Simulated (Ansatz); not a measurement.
ClFH5NO2Si2, SMILES `O[Si@H](F)N[Si@H](O)Cl`. The species carries charge 0 and has multiplicity 1. The geometry is a stationary point of PBE0-D4/def2-TZVP. It is one conformer, not always the lowest.

```xyz
12

O    -1.365    0.250   -2.252
Si   -0.951   -0.427   -0.831
F    -1.971   -0.005    0.331
N     0.587    0.198   -0.459
Si    1.386    0.191    1.058
O     0.360   -0.374    2.186
Cl    2.026    2.106    1.443
H    -2.102   -0.115   -2.742
H    -1.042   -1.899   -0.875
H     1.014    0.737   -1.201
H     2.582   -0.664    1.116
H    -0.523    0.004    2.226
```

Q: What is the dipole moment at PBE/def2-TZVPP? (Estimate.)

A: The calculation gave: 2.90 D, with components (-1.31, -0.88, -2.44) D in this frame, pointing from negative to positive charge.

Q: And with r2SCAN, B3LYP, ωB97M-V? (Best estimate.)

A: Ansatz gave: r2SCAN 2.98 D, B3LYP 2.99 D, ωB97M-V 3.00 D.

Q: Give the Mulliken charges with PBE, B3LYP, r2SCAN in def2-TZVPP. (An estimate is asked.)

A: Ansatz gave: 
```tsv
atom	PBE	B3LYP	r2SCAN
O1	-0.34	-0.38	-0.40
Si2	0.59	0.71	0.73
F3	-0.29	-0.34	-0.33
N4	-0.26	-0.32	-0.38
Si5	0.52	0.63	0.66
O6	-0.34	-0.39	-0.41
Cl7	-0.23	-0.26	-0.26
H8	0.19	0.19	0.21
H9	-0.10	-0.10	-0.10
H10	0.14	0.14	0.15
H11	-0.07	-0.08	-0.08
H12	0.20	0.20	0.21
```

B3LYP here is the variant with VWN-RPA as its local correlation; programs differ in this.
